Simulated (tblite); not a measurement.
C4H9F3N2Si.
SMILES with atom numbers: `[CH2:1]=[C:2]([CH3:3])[Si:4]([NH2:5])([NH2:6])[C:7]([F:8])([F:9])[F:10]` (hydrogens: H11, H12 on C1; H13, H14, H15 on C3; H16, H17 on N5; H18, H19 on N6)

Computed with GFN2-xTB (tblite), gas phase: L-BFGS steps from a force-field or distance-geometry start until the largest atomic force falls under 0.01 eV/Å.

Step 59: E = -950.3034 eV
```
atom  x, y, z in Å  |  force x, y, z in eV/Å
C1      1.8350   -0.4685    1.4035   -0.055  -0.014  -0.217
C2      1.2263   -0.0424    0.3021   -0.409  -0.005   0.140
C3      1.9792    0.2057   -0.9707   -0.117   0.019   0.350
Si4    -0.6461    0.2835    0.1998   -0.067  -0.009   0.123
N5     -1.3877    0.3234    1.7482   -0.007  -0.023   0.044
N6     -1.2640    1.6566   -0.6157   -0.073  -1.201  -0.682
C7     -1.4235   -1.1626   -0.8831   -0.013   0.231  -0.119
F8     -2.5702   -0.8232   -1.5111   -0.157   0.166   0.030
F9     -1.7344   -2.2368   -0.1417   -0.011  -0.295   0.224
F10    -0.6268   -1.6135   -1.8693    0.280  -0.149  -0.176
H11     1.3125   -0.6457    2.3281    0.025   0.012  -0.041
H12     2.8925   -0.6776    1.3983    0.069   0.030   0.100
H13     3.0307    0.0070   -0.8360    0.311  -0.018  -0.024
H14     1.8345    1.2354   -1.2680    0.059   0.235  -0.123
H15     1.5954   -0.4236   -1.7568   -0.093  -0.211  -0.271
H16    -2.3935    0.4062    1.7945    0.131  -0.020   0.019
H17    -1.0444   -0.2597    2.4931   -0.037   0.016  -0.031
H18    -1.4008    1.7030   -1.6121    0.048  -0.078   0.057
H19    -1.2244    2.5422   -0.2106    0.116   1.315   0.596
```

Step 60: E = -950.3390 eV
```
atom  x, y, z in Å  |  force x, y, z in eV/Å
C1      1.8258   -0.4686    1.4017   -0.056  -0.018  -0.044
C2      1.2069   -0.0347    0.3106   -0.065  -0.011  -0.023
C3      1.9624    0.2034   -0.9630    0.024   0.000  -0.057
Si4    -0.6558    0.2978    0.2045   -0.026   0.032   0.013
N5     -1.3894    0.3176    1.7542    0.003  -0.013   0.049
N6     -1.2420    1.6686   -0.6374   -0.023  -0.071   0.021
C7     -1.4054   -1.1597   -0.8811   -0.013   0.030  -0.029
F8     -2.5580   -0.8079   -1.4934   -0.039  -0.009  -0.013
F9     -1.7105   -2.2417   -0.1307    0.015  -0.022   0.005
F10    -0.6042   -1.6167   -1.8677    0.023  -0.029  -0.031
H11     1.3022   -0.6276    2.3277    0.024  -0.032   0.033
H12     2.8831   -0.6911    1.4059   -0.031   0.064   0.020
H13     3.0209   -0.0277   -0.8475   -0.065   0.051  -0.007
H14     1.8468    1.2476   -1.2553    0.081  -0.051  -0.038
H15     1.5556   -0.4127   -1.7651    0.045   0.040   0.033
H16    -2.3952    0.3673    1.8099    0.050  -0.001   0.025
H17    -1.0241   -0.2805    2.4758   -0.043   0.009   0.032
H18    -1.4145    1.6917   -1.6270    0.037  -0.028   0.017
H19    -1.2145    2.5844   -0.2297    0.059   0.059  -0.007
```

Step 61: E = -950.3403 eV
```
atom  x, y, z in Å  |  force x, y, z in eV/Å
C1      1.8243   -0.4674    1.4014   -0.057  -0.022  -0.057
C2      1.2085   -0.0347    0.3078   -0.076  -0.004  -0.010
C3      1.9684    0.2042   -0.9635   -0.005   0.008   0.018
Si4    -0.6547    0.2970    0.2010   -0.036   0.006   0.018
N5     -1.3871    0.3174    1.7516    0.007  -0.005   0.032
N6     -1.2571    1.6655   -0.6327   -0.022   0.062   0.029
C7     -1.4091   -1.1612   -0.8814   -0.008   0.028  -0.026
F8     -2.5632   -0.8111   -1.4914   -0.034  -0.004  -0.011
F9     -1.7127   -2.2403   -0.1261    0.013  -0.027   0.008
F10    -0.6114   -1.6232   -1.8687    0.030  -0.022  -0.031
H11     1.3000   -0.6277    2.3271    0.021  -0.026   0.016
H12     2.8812   -0.6901    1.4068   -0.019   0.064   0.026
H13     3.0243   -0.0239   -0.8436    0.021   0.029   0.007
H14     1.8534    1.2454   -1.2586    0.065   0.023  -0.043
H15     1.5682   -0.4114   -1.7649   -0.007  -0.032  -0.042
H16    -2.3928    0.3667    1.8045    0.038   0.003   0.028
H17    -1.0243   -0.2804    2.4740   -0.031  -0.003   0.041
H18    -1.4182    1.7011   -1.6242    0.045  -0.062   0.016
H19    -1.2074    2.5835   -0.2266    0.055  -0.017  -0.021
```

Question: Estimate the geometry and energy of step 62. (The exact step hangs on the optimiser's Hessian estimate; all steps are aligned on step 61, rigid shifts and turns removed.)

Answer: E = -950.3416 eV, largest force 0.093 eV/Å
```
atom  x, y, z in Å  |  force x, y, z in eV/Å
C1      1.8229   -0.4660    1.4019   -0.042  -0.027  -0.050
C2      1.2086   -0.0336    0.3073   -0.080  -0.009  -0.002
C3      1.9702    0.2045   -0.9639   -0.026   0.005   0.028
Si4    -0.6548    0.2967    0.2013   -0.052  -0.009   0.002
N5     -1.3872    0.3165    1.7518    0.018  -0.006   0.033
N6     -1.2650    1.6633   -0.6306   -0.009   0.082   0.043
C7     -1.4107   -1.1600   -0.8837   -0.003   0.009  -0.020
F8     -2.5667   -0.8149   -1.4932   -0.017   0.005  -0.003
F9     -1.7107   -2.2395   -0.1272    0.011  -0.029   0.011
F10    -0.6123   -1.6220   -1.8708    0.025  -0.011  -0.029
H11     1.3014   -0.6288    2.3294    0.013  -0.014  -0.012
H12     2.8801   -0.6873    1.4070   -0.010   0.061   0.025
H13     3.0251   -0.0278   -0.8440    0.020   0.027   0.006
H14     1.8594    1.2466   -1.2576    0.065   0.023  -0.041
H15     1.5666   -0.4081   -1.7662    0.002  -0.028  -0.034
H16    -2.3927    0.3662    1.8029    0.025   0.004   0.032
H17    -1.0252   -0.2772    2.4781   -0.029  -0.002   0.029
H18    -1.4229    1.6990   -1.6228    0.046  -0.057   0.022
H19    -1.1959    2.5818   -0.2271    0.044  -0.025  -0.040
```

The energy changes by -0.0014 eV. The first-order estimate −F·Δx gives -0.0017 eV and the mean of the old and new forces, exact on a quadratic surface, -0.0014 eV. The step makes an angle of 70° with the force vector and moves no atom by more than 0.012 Å.

What follows is the cost of the whole relaxation. The run took 4.0 s wall on one thread, Arm Neoverse N1 (aarch64), shared host.
